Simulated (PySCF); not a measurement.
**[TiCl4]-: bond length varied**

[TiCl4]- holds Ti(III), d1, at total charge -1. The structure is a model geometry with rigid ligands and bond lengths from ionic radii, not a minimum; coordination tetrahedral, point group Td, metal–donor distances 2.26 Å.

```
5

Ti    0.0000    0.0000    0.0000
Cl    1.3048    1.3048    1.3048
Cl   -1.3048   -1.3048    1.3048
Cl   -1.3048    1.3048   -1.3048
Cl    1.3048   -1.3048   -1.3048
```

Method (PySCF 2.14, density fitting): CASSCF(1,5) with orbitals averaged over all microstates of the shell, strongly contracted NEVPT2 on the averaged canonical orbitals; basis x2c-TZVPall on the metal, x2c-SVPall elsewhere; spin-free X2C; IEF-PCM water; spin-orbit coupling by state interaction with the mean-field operator over all roots.

All metal–ligand distances are scaled together.

```csv
bond length,group,ground,next state (NEVPT2) / cm⁻¹,orbital energies above the lowest (NEVPT2 fit) / cm⁻¹,μeff(300 K) / μB
2.079 Å,Td,2E,2T2 8283,0 0 8283 8283 8283,1.75
2.170 Å,Td,2E,2T2 7216,0 0 7216 7216 7216,1.75
2.260 Å,Td,2E,2T2 6285,0 0 6285 6285 6285,1.76
2.350 Å,Td,2E,2T2 5480,0 0 5480 5480 5480,1.77
2.441 Å,Td,2E,2T2 4797,0 0 4797 4797 4797,1.77
```

With what power of the bond length does 10Dq, as fitted to the states, fall?

A log–log fit of these points gives 10Dq ∝ R^−3.4; a point-charge model has R^−5 (correlation -1.000).

At 2.079 Å, 2.170 Å, 2.260 Å, 2.350 Å, 2.441 Å the ground state is orbitally degenerate, so the regular structure would distort there (Jahn–Teller).

Charge-transfer states lie outside this active space and may come lower than some of these levels. NEVPT2 on the d shell alone tends to put d–d bands too high for such charged or covalently bound ions.
